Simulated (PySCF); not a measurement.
AlF2Cl, SMILES [F][Al]([F])[Cl].

Coordinates come from a PBE0-D3(BJ)/def2-SVP optimisation.

Method: TDDFT-PBE0/def2-SVPD (PySCF).

Vertical excitations. Gas-phase values at a fixed geometry. State labels are in the subgroup C2v.

Computed UV-visible absorptions:
```tsv
state	symmetry	energy (eV)	λ (nm)	f	main pairs
S1	B2	7.00	177	0.022	HOMO→LUMO 99 %
S2	B1	7.18	173	0.041	HOMO−1→LUMO 99 %
S3	A2	7.91	157	0.000	HOMO→LUMO+1 99 %
S4	A1	8.35	149	0.001	HOMO−1→LUMO+1 76 %, HOMO−2→LUMO 22 %
S5	B2	8.81	141	0.024	HOMO−3→LUMO 98 %
S6	A2	8.92	139	0.000	HOMO−4→LUMO 98 %
S7	A1	8.95	138	0.274	HOMO−2→LUMO 69 %, HOMO−1→LUMO+1 17 %
S8	B1	9.41	132	0.065	HOMO−5→LUMO 84 %, HOMO−2→LUMO+1 15 %
S9	A1	9.57	130	0.010	HOMO−6→LUMO 89 %
S10	B1	9.58	129	0.050	HOMO−2→LUMO+1 83 %, HOMO−5→LUMO 14 %
T1	B2	6.72	185	0	HOMO→LUMO 97 %
T2	B1	6.83	182	0	HOMO−1→LUMO 97 %
T3	A1	7.62	163	0	HOMO−1→LUMO+1 88 %
T4	A2	7.75	160	0	HOMO→LUMO+1 99 %
```
Triplets are in the Tamm–Dancoff approximation, which puts them higher than full response would, so one can lie above its singlet here.
